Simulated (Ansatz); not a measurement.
Species: BBr2, charge 0, multiplicity 2. It need not be the lowest isomer of its formula. 
Geometry from a B3LYP-D3(BJ)/def2-TZVP (Ansatz, a quantum-chemistry and plane-wave program) optimisation:
```
B
Br 1 1.8889
Br 1 1.8889 2 126.56
```
Charge 0, spin multiplicity 2.

Parts of the frozen-core correlation energy in 6-31G (Ansatz, hartree). Frozen orbitals: 29; correlated occupied orbitals by spin: 9 and 8; virtual: 29 and 30. UHF or UKS for open shells. Spin-orbit coupling is left out. Non-relativistic.

| term | value |
|---|---|
| reference (HF) | -5168.76934 |
| MP2 opposite-spin | -0.08871 |
| MP2 same-spin | -0.03056 |
| CCSD correlation | -0.13730 |
| (T) | -0.00500 |
| T1 diagnostic | 0.019 |
| largest doubles amplitude | 0.043 |
| <S^2> of the reference | 0.756 |
